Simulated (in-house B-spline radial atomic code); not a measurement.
Spin-orbit splittings of orbital energies (j = l + 1/2 less j = l - 1/2) and ratios of mean radii (lower j over upper j) along the 55-electron series, configuration [Kr] 4d10 4f7 5s2. Computed with an all-electron radial atomic-structure program (B-spline basis): Dirac-Hartree-Fock, average of the configuration, finite nuclei.

| ion | Z | splitting of 4d (eV) | radius ratio of 4d | splitting of 4p (eV) | radius ratio of 4p | splitting of 4f (eV) | radius ratio of 4f |
| --- | --- | --- | --- | --- | --- | --- | --- |
| Dy11+ | 66 | 7.2592 | 0.98376 | 38.949 | 0.95175 | 1.0867 | 0.99215 |
| Ho12+ | 67 | 7.9651 | 0.98353 | 42.424 | 0.95059 | 1.2678 | 0.99216 |
| Er13+ | 68 | 8.7242 | 0.98328 | 46.155 | 0.9494 | 1.4652 | 0.99213 |
